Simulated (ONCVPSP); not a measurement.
PBE ONCV dataset for Rh, scalar-relativistic all-electron reference.

* Element: Rh
* Generator: ONCVPSP 4.0.1
* Type: optimised norm-conserving Vanderbilt (ONCV)
* Functional: PBE
* Relativity: scalar-relativistic
* Frozen core: [Kr]
* Valence charge: 9
* Reference configuration: 4d8 5s1
* Partial waves: 5s: rc 2.80 bohr, ncon 4, nbas 9, qcut 2.6 1/bohr, 1 projector; p scattering state at 0.33 Ha: rc 2.70 bohr, ncon 5, nbas 9, qcut 2.7 1/bohr, 2 projectors, debl 0.5 Ha; 4d: rc 1.55 bohr, ncon 4, nbas 8, qcut 7.9 1/bohr, 1 projector
* Local potential: polynomial inside 1.35 bohr (lpopt 5, dvloc0 3 Ha)
* Core correction: Teter function, fcfact 4.25, rcfact 1.55

In the p channel the program set the typed energies aside and used 0.050, 0.550 Ha.

* Cutoffs needed: 25 Ha and 30 Ha (the cutoffs (Ha) at which the residual kinetic energy of the hardest occupied pseudo-wave falls to 1 and 0.1 mHa per electron)
* Ghost test: ghosts flagged at negative energy: s at -64.5 eV; GHOST(+) flagged for p at 27.6 eV; a true bound ghost makes a file unfit for plane-wave use
* Configuration tests: 1 of 4 tests not solved or not reliable
* rms error of d²Exc/dni dnj: 5.68 mHa without and 0.78 mHa with the model core
